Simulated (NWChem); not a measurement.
System: Si$_{2}$H$_{5}$O$_{2}$Cl; SMILES O[Si@@H](Cl)O[SiH3]

Here is an NWChem input.

```
start job
memory heap 200 mb stack 900 mb global 1100 mb
geometry units angstroms noautoz
  O      1.576985    -1.505385     0.612444
  Si     0.690575    -0.630263    -0.458929
  Cl    -1.216956    -1.443984    -0.652450
  O      0.526150     0.921020     0.013892
  Si    -0.284987     2.364379     0.138567
  H      1.254180    -1.577456     1.522153
  H      1.381969    -0.740447    -1.749042
  H     -0.857389     2.752788    -1.175951
  H      0.685269     3.394262     0.583434
  H     -1.378585     2.249816     1.136723
end
basis spherical
  * library def2-tzvp
end
dft
  xc m06-2x
  iterations 150
  semidirect filesize 400000000
  mulliken
end
task dft energy
```

Parts of the log:

```
             Northwest Computational Chemistry Package (NWChem) 7.3.0
             --------------------------------------------------------

 C1  symmetry detected

                             Geometry "geometry" -> ""
                             -------------------------

 Output coordinates in angstroms (scale by  1.889725989 to convert to a.u.)

  No.       Tag          Charge          X              Y              Z
 ---- ---------------- ---------- -------------- -------------- --------------
    1 O                    8.0000     1.74020740     1.43424469    -0.41525683
    2 Si                  14.0000     0.53684293     0.68478811     0.41518286
    3 Cl                  17.0000    -1.31030284     1.49846047    -0.09887603
    4 O                    8.0000     0.48448901    -0.91314567     0.09747087
    5 Si                  14.0000    -0.28782898    -2.36836607    -0.10900143
    6 H                    1.0000     1.72209036     1.39467438    -1.38224893
    7 H                    1.0000     0.79035099     0.95389412     1.83570155
    8 H                    1.0000    -1.25558842    -2.60282314     0.99323935
    9 H                    1.0000     0.74277398    -3.43503279    -0.10252203
   10 H                    1.0000    -1.00824522    -2.38324134    -1.40752976

 Effective nuclear repulsion energy (a.u.)     368.3435455212

                                 NWChem DFT Module
                                 -----------------

 Summary of "ao basis" -> "ao basis" (spherical)
 ------------------------------------------------------------------------------
       Tag                 Description            Shells   Functions and Types
 ---------------- ------------------------------  ------  ---------------------
 O                         def2-tzvp                11       31   5s3p2d1f
 Si                        def2-tzvp                13       37   5s5p2d1f
 Cl                        def2-tzvp                13       37   5s5p2d1f
 H                         def2-tzvp                 4        6   3s1p

            General Information
            -------------------
          SCF calculation type: DFT
          Wavefunction type:  closed shell.
          No. of atoms     :    10
          No. of electrons :    66
           Alpha electrons :    33
            Beta electrons :    33
          Charge           :     0
          Spin multiplicity:     1
          Use of symmetry is: off; symmetry adaption is: off
          Maximum number of iterations: 150
          AO basis - number of functions:   203
                     number of shells:    81
          Convergence on energy requested:  1.00D-06
          Convergence on density requested:  1.00D-05
          Convergence on gradient requested:  5.00D-04

              XC Information
              --------------
                       M06-2X Method XC Functional
                     Hartree-Fock (Exact) Exchange  0.540
                        M06-2X Exchange Functional  1.000
                      M06-2X Correlation Potential  1.000

             Grid Information
             ----------------
          Grid used for XC integration:  medium
          Radial quadrature: Mura-Knowles
          Angular quadrature: Lebedev.
          Tag              B.-S. Rad. Rad. Pts. Rad. Cut. Ang. Pts.
          ---              ---------- --------- --------- ---------
          O                   0.60       49          13.0       434
          Si                  1.10       88          12.0       590
          Cl                  1.00       88          13.0       590
          H                   0.35       45          13.0       434
          Grid pruning is: on
          Number of quadrature shells:   587
          Spatial weights used:  Erf1

      Superposition of Atomic Density Guess
      -------------------------------------

 Sum of atomic energies:       -1189.21617010

      Non-variational initial energy
      ------------------------------

 Total energy =   -1190.728592
 1-e energy   =   -2378.571565
 2-e energy   =     819.499427
 HOMO         =      -0.399270
 LUMO         =       0.014480

------------------------------------------------------------
EAF file 0: "./job.aoints.0" size=630194176 bytes
------------------------------------------------------------
               write      read    awrite     aread      wait
               -----      ----    ------     -----      ----
     calls:     1202         0         0         0         0
   data(b): 6.30e+08  0.00e+00  0.00e+00  0.00e+00
   time(s): 0.00e+00  0.00e+00  0.00e+00  0.00e+00  0.00e+00
rate(mb/s): 0.00e+00  0.00e+00
------------------------------------------------------------

     ---------------------------------------------
      Total Density - Mulliken Population Analysis
     ---------------------------------------------

    Atom       Charge   Shell Charges
 -----------   ------   -------------------------------------------------------
    1 O    8     8.83   0.79  1.18  0.59  0.95  0.24  2.02  2.20  0.85  0.00  0.01  0.00
    2 Si  14    12.85   2.00  0.59  1.39  0.76  0.29  4.10  1.74  0.45  0.83  0.20  0.21  0.22  0.08
    3 Cl  17    17.40   2.01  0.45  1.52  1.11  0.84  4.19  1.69  1.11  2.96  1.52  0.00  0.01  0.00
    4 O    8     8.72   0.79  1.18  0.58  0.96  0.22  2.05  2.27  0.66  0.00  0.01  0.00
    5 Si  14    13.46   2.00  0.59  1.39  0.85  0.44  4.11  1.73  0.49  1.17  0.40  0.13  0.13  0.04
    6 H    1     0.54   0.19  0.25  0.06  0.04
    7 H    1     1.03   0.23  0.53  0.27  0.01
    8 H    1     1.05   0.23  0.55  0.27  0.01
    9 H    1     1.05   0.23  0.55  0.27  0.01
   10 H    1     1.05   0.23  0.55  0.27  0.01

   convergence    iter        energy       DeltaE   RMS-Dens  Diis-err
 ---------------- ----- ----------------- --------- --------- ---------
 d= 0,ls=0.0,diis     1  -1192.7169424773 -1.56D+03  4.15D-03  1.64D+00
 d= 0,ls=0.0,diis     2  -1192.7288431961 -1.19D-02  2.22D-03  1.18D+00
 d= 0,ls=0.0,diis     3  -1192.8216076722 -9.28D-02  5.25D-04  9.29D-02
 d= 0,ls=0.0,diis     4  -1192.8285786272 -6.97D-03  1.59D-04  2.94D-03
 d= 0,ls=0.0,diis     5  -1192.8288934016 -3.15D-04  4.07D-05  2.78D-04
  Resetting Diis
 d= 0,ls=0.0,diis     6  -1192.8289178646 -2.45D-05  1.37D-05  3.26D-05
 d= 0,ls=0.0,diis     7  -1192.8289205654 -2.70D-06  6.69D-06  2.41D-06
 d= 0,ls=0.0,diis     8  -1192.8289205605  4.89D-09  3.11D-06  3.01D-06

         Total DFT energy =    -1192.828920560514
      One electron energy =    -2382.848247000902
           Coulomb energy =      910.935370476406
    Exchange-Corr. energy =      -89.259589557251
 Nuclear repulsion energy =      368.343545521233

 Numeric. integr. density =       66.000008329445

                       DFT Final Molecular Orbital Analysis
                       ------------------------------------

 Vector   31  Occ=2.000000D+00  E=-3.916929D-01
              MO Center= -8.3D-01,  5.0D-01, -1.5D-01, r^2= 4.7D+00
   Bfn.  Coefficient  Atom+Function         Bfn.  Coefficient  Atom+Function
  ----- ------------  ---------------      ----- ------------  ---------------
    85      0.400645   3 Cl pz               88      0.270518   3 Cl pz
    82      0.197436   3 Cl pz               83     -0.166025   3 Cl px
    76     -0.153157   3 Cl pz              113     -0.121600   4 O  pz
   199     -0.111843  10 H  s               153      0.110791   5 Si pz
    86     -0.108934   3 Cl px              116     -0.106507   4 O  pz

 Vector   32  Occ=2.000000D+00  E=-3.861892D-01
              MO Center= -4.1D-01, -6.6D-01,  1.1D-02, r^2= 5.6D+00
   Bfn.  Coefficient  Atom+Function         Bfn.  Coefficient  Atom+Function
  ----- ------------  ---------------      ----- ------------  ---------------
    85      0.260609   3 Cl pz              113      0.205080   4 O  pz
   116      0.179874   4 O  pz              153     -0.174625   5 Si pz
    88      0.173556   3 Cl pz              199      0.171552  10 H  s
    82      0.128881   3 Cl pz              119      0.124317   4 O  pz
   181     -0.123495   7 H  s               200      0.120733  10 H  s

 Vector   33  Occ=2.000000D+00  E=-3.837994D-01
              MO Center= -5.0D-01, -1.2D-02, -2.0D-02, r^2= 5.7D+00
   Bfn.  Coefficient  Atom+Function         Bfn.  Coefficient  Atom+Function
  ----- ------------  ---------------      ----- ------------  ---------------
    84      0.367754   3 Cl py               87      0.246789   3 Cl py
   111     -0.196527   4 O  px               81      0.182119   3 Cl py
   114     -0.171538   4 O  px               75     -0.140740   3 Cl py
   117     -0.132700   4 O  px              193      0.128930   9 H  s
    83      0.126014   3 Cl px              151      0.120352   5 Si px

 Vector   34  Occ=0.000000D+00  E= 2.619590D-02
              MO Center= -5.1D-02, -1.8D+00, -3.3D-01, r^2= 6.9D+00
   Bfn.  Coefficient  Atom+Function         Bfn.  Coefficient  Atom+Function
  ----- ------------  ---------------      ----- ------------  ---------------
   155      1.021486   5 Si py              110     -0.794089   4 O  s
   154      0.541553   5 Si px              176      0.459977   6 H  s
     5     -0.311762   1 O  s               188      0.279538   8 H  s
   118      0.270710   4 O  py              152      0.264146   5 Si py
   200      0.233846  10 H  s               194      0.223564   9 H  s

 Vector   35  Occ=0.000000D+00  E= 5.123861D-02
              MO Center=  1.0D+00,  8.0D-01, -6.7D-01, r^2= 6.7D+00
   Bfn.  Coefficient  Atom+Function         Bfn.  Coefficient  Atom+Function
  ----- ------------  ---------------      ----- ------------  ---------------
     5      1.067977   1 O  s               176     -1.002757   6 H  s
    51      0.409005   2 Si pz               50     -0.392681   2 Si py
    49     -0.364648   2 Si px              141     -0.351405   5 Si s
    14     -0.268831   1 O  pz              200      0.207205  10 H  s
   155      0.192227   5 Si py              156      0.184848   5 Si pz

[...]
```

Level: M06-2X/def2-TZVP. Coordinates come from a B3LYP/6-31G* (spherical d) optimisation.
